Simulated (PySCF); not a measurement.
Run record: geometry optimisation, `C/C(Cl)=[CH]/[AlH][Cl]`.

Method: PBE0-D3(BJ)/def2-SVP geometry optimisation, gas phase (PySCF 2.14.0). Start geometry: GFN2-xTB. A driver script takes a list of jobs; this job's settings line and coordinates (Å) are shown.

Command:
```bash
OMP_NUM_THREADS=1 python probes_run.py task.json out
```

Input:
```
{"job": {"xc": "PBE0", "basis": "def2-SVP", "d3": "d3bj", "grid": 1, "shake": 0.01, "kind": "geom"}, "charge": 0, "multiplicity": 1}
C     -1.959650    -0.212020     0.231990
C     -0.497750    -0.300270     0.137540
Cl     0.130200    -1.909800     0.046330
C      0.448560     0.683320     0.113900
Al     2.315740     0.117370    -0.018020
Cl     3.698930     1.613640    -0.042490
H     -2.436850    -1.169060     0.217730
H     -2.346180     0.399870    -0.616020
H     -2.264470     0.333940     1.164560
H      0.030910     1.698840     0.179460
H      2.918690    -1.281660    -0.075850
```

Output:
```
step   0  E = -1279.19834330  max force = 0.035679
step   1  E = -1279.20678613  max force = 0.018995
step   2  E = -1279.20881629  max force = 0.006436
step   3  E = -1279.20921098  max force = 0.003688
step   4  E = -1279.20926931  max force = 0.001005
step   5  E = -1279.20928635  max force = 0.000759
step   6  E = -1279.20929124  max force = 0.000702
step   7  E = -1279.20925405  max force = 0.001673
step   8  E = -1279.20928395  max force = 0.000927
step   9  E = -1279.20928253  max force = 0.000864
step  10  E = -1279.20929466  max force = 0.000446
optimisation converged
```

Energies in Eh; «max force» is the largest Cartesian gradient component in Eh/bohr.

Problem. Give the first gradient maximum in eV/Å.

Solution. With 1 Eh/bohr = 51.422 eV/Å, 1.835 eV/Å.

In short: final energy -1279.20929 Eh after 10 steps; dipole 2.77 D.

Problem. Where do the atoms end?

Solution. 0.197 Å rms from the input after alignment:
```
atom  x, y, z in Å
C1    -1.9728   -0.1457    0.2524
C2    -0.5022   -0.4292    0.1513
Cl3   -0.1160   -2.1358    0.0573
C4     0.4795    0.4865    0.1247
Al5    2.3776    0.1606   -0.0280
Cl6    3.5654    1.9057   -0.1562
H7    -2.5698   -1.0648    0.2321
H8    -2.2907    0.4973   -0.5826
H9    -2.1907    0.3929    1.1876
H10    0.1224    1.5243    0.1821
H11    3.1359   -1.2179   -0.0818
```

Problem. Estimate the wall time. Hardware: one thread, Arm Neoverse V1 (aarch64), no GPU (shared host). And the peak memory of the process?

Solution. About 72 s, with 0.49 GiB resident at the peak, the Python interpreter and its libraries included.
Labels such as C1 count atoms from 1, the log's own numbers from 0.
